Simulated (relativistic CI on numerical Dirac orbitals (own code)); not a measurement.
## Hg X: computed level list

Computed by Dirac-Coulomb-Breit CI, separate exchange-only KLI orbitals for each configuration, model QED, unscaled Slater integrals (own radial code, finite nucleus).

Configurations in the expansion (outside the closed core [Kr] 4d10): 4f¹⁴5s²5p⁶5d³, 4f¹⁴5s²5p⁶5d²6s, 4f¹⁴5s²5p⁶5d²5f, 4f¹⁴5s²5p⁵5d⁴, 4f¹⁴5s²5p⁶5d²6p, 4f¹⁴5s²5p⁶5d²5g, 4f¹⁴5s²5p⁶5d6s6p, 4f¹⁴5s²5p⁶5d5f6s, 4f¹⁴5s²5p⁶5d²6d, 4f¹⁴5s5p⁶5d⁴, 4f¹⁴5s²5p⁵5d³5f, 4f¹⁴5s²5p⁶5d²7s, 4f¹⁴5s²5p⁶5d²7p, 4f¹⁴5s²5p⁶5d²6f, 4f¹⁴5s²5p⁵5d³6s, 4f¹⁴5s²5p⁵5d³5g, 4f¹⁴5s²5p⁶5d²7d, 4f¹⁴5s²5p⁶5d²8s, 4f¹³5s²5p⁶5d⁴, 4f¹⁴5s²5p⁶5d5g6p, 4f¹⁴5s5p⁶5d³5f, 4f¹⁴5s²5p⁶5d²8p, 4f¹⁴5s²5p⁶5d5f5g, 4f¹⁴5s²5p⁶5d6s², 4f¹⁴5s²5p⁶5f6s², 4f¹⁴5s²5p⁶6s²6p, 4f¹⁴5s²5p⁶5g6s², 4f¹⁴5s²5p⁶6s²6d, 4f¹⁴5s²5p⁶5d5f², 4f¹⁴5s²5p⁶5f²6s, 4f¹⁴5s²5p⁶5f³, 4f¹⁴5s²5p⁶5f²6p, 4f¹⁴5s²5p⁶5f²5g, 4f¹⁴5s²5p⁶5f²6d, 4f¹⁴5s²5p⁶5d6p², 4f¹⁴5s²5p⁶6s6p², 4f¹⁴5s²5p⁶5f6p², 4f¹⁴5s²5p⁶6p³, 4f¹⁴5s²5p⁶5g6p², 4f¹⁴5s²5p⁶6p²6d, 4f¹⁴5s²5p⁶5d5f6p, 4f¹⁴5s²5p⁶5f6s6p, 4f¹⁴5s²5p⁶5f5g6p, 4f¹⁴5s²5p⁶5f6p6d, 4f¹⁴5s²5p⁶5d5g², 4f¹⁴5s²5p⁶5g²6s, 4f¹⁴5s²5p⁶5f5g², 4f¹⁴5s²5p⁶5g²6p, 4f¹⁴5s²5p⁶5g³, 4f¹⁴5s²5p⁶5g²6d, 4f¹⁴5s²5p⁶5d5g6s, 4f¹⁴5s²5p⁶5f5g6s, 4f¹⁴5s²5p⁶5g6s6p, 4f¹⁴5s²5p⁶5g6s6d, 4f¹⁴5p⁶5d⁵, 4f¹⁴5p⁵5d⁶, 4f¹⁴5s5p⁶5d²6s², 4f¹⁴5s5p⁶5d5f6s², 4f¹⁴5s5p⁶5d6s²6p, 4f¹⁴5s5p⁶5d5g6s², 4f¹⁴5s5p⁶5d6s²6d. Double excitations out of closed p, d and f shells are left out; levels of such configurations are missing from the list, as are those of other unlisted configurations, and high levels can miss mixing partners. These lack a partner that the ground configuration has and come out too high: 4f¹⁴5s²5p⁵5d³5f, 4f¹⁴5s²5p⁶5d²7s, 4f¹⁴5s²5p⁶5d²7p, 4f¹⁴5s²5p⁶5d²6f, 4f¹⁴5s²5p⁵5d³6s.

The lowest level is 4f¹⁴5s²5p⁶5d³ ⁴F3/2, with 74 % of that term; Hund's rules for 4f¹⁴5s²5p⁶5d³ give ⁴F with J = 3/2, in agreement.

```
No.  Configuration  Term     J   E (eV)   %  Landé g  Lifetime (s)
  1  4f¹⁴5s²5p⁶5d³    ⁴F   3/2   0.0000  74    0.530              
  2  4f¹⁴5s²5p⁶5d³    ⁴F   5/2   1.7011  92    1.040      1.12e-02
  3  4f¹⁴5s²5p⁶5d³    ⁴F   7/2   2.8077  73    1.155      4.70e-02
  4  4f¹⁴5s²5p⁶5d³    ⁴P   3/2   3.0780  46    1.354      9.15e-03
  5  4f¹⁴5s²5p⁶5d³    ²G   9/2   3.3147  39    1.149      1.03e+00
  6  4f¹⁴5s²5p⁶5d³    ⁴P   1/2   3.6074  68    2.050      3.08e-02
  7  4f¹⁴5s²5p⁶5d³    ²G   7/2   5.1577  70    0.988      3.60e-03
  8  4f¹⁴5s²5p⁶5d³    ²H   9/2   5.4285  52    1.107      6.16e-03
  9  4f¹⁴5s²5p⁶5d³    ⁴P   5/2   5.4374  85    1.532      1.20e-02
 10  4f¹⁴5s²5p⁶5d³    ²D   3/2   6.2659  44    1.172      2.00e-03
 11  4f¹⁴5s²5p⁶5d³    ²P   1/2   6.6046  68    1.285      3.85e-03
 12  4f¹⁴5s²5p⁶5d³    ²H  11/2   6.9487  99    1.090      1.24e-02
 13  4f¹⁴5s²5p⁶5d³    ²D   5/2   7.5323  91    1.198      4.50e-03
 14  4f¹⁴5s²5p⁶5d³    ²F   5/2   8.1463  80    0.949      6.42e-03
 15  4f¹⁴5s²5p⁶5d³    ²G   9/2   8.4791  58    1.096      2.36e-03
 16  4f¹⁴5s²5p⁶5d³    ²F   7/2   8.4809  91    1.125      6.79e-03
 17  4f¹⁴5s²5p⁶5d³    ²P   3/2   9.2830  56    1.189      1.98e-03
 18  4f¹⁴5s²5p⁶5d³    ²D   3/2  12.3043  96    0.818      1.63e-03
 19  4f¹⁴5s²5p⁶5d³    ²D   5/2  12.8515  78    1.165      9.84e-04
 20      5d²(3F)6s    ⁴F   3/2  34.6175  88    0.451      4.23e-06
 21      5d²(3F)6s    ⁴F   5/2  35.1341  62    1.022      3.45e-06
 22      5d²(3F)6s    ⁴F   7/2  37.1824  91    1.228      3.71e-06
 23      5d²(3P)6s    ⁴P   1/2  37.6778  80    2.436      3.17e-06
 24      5d²(3F)6s    ²F   5/2  37.8343  51    0.978      2.89e-06
 25      5d²(3F)6s    ⁴F   9/2  38.6519  79    1.288      3.57e-06
 26      5d²(3P)6s    ⁴P   3/2  38.9180  81    1.549      3.26e-06
 27      5d²(3P)6s    ⁴P   5/2  38.9409  51    1.330      2.93e-06
 28      5d²(1D)6s    ²D   3/2  39.6642  43    1.094      2.89e-06
 29      5d²(3F)6s    ²F   7/2  39.6968  54    1.037      2.62e-06
 30      5d²(3P)6s    ²P   1/2  40.3208  85    0.934      2.51e-06
```

Energies count from the lowest computed level; lifetimes are radiative, by E1, M1, E2, M2, E3 decay to levels of this space only. Percentages are summed over parent terms; the parents shown are those of the largest component, closed shells are left out there.

The mean weight of the leading LS term, summed over parents, in these 30 levels is 71 %, and that of the leading jj configuration (from the same eigenvectors) 83 %, so jj coupling describes them better and the LS labels are nominal.

At this charge energies of transitions that change n are usually good to better than 1 %, and those within a shell (Δn = 0) to a few per cent. Terms inside the open d or f shell come out 10 to 20 % too wide with unscaled integrals. Levels and lines within the n = 5 or 6 shells can be off by up to 10 % or somewhat more, and those that change n by about 2 %, since core polarisation is missing.

LS names give the leading component of a level, which can be under half, so a name can repeat, a term be missing and a line seem to break the LS rules.
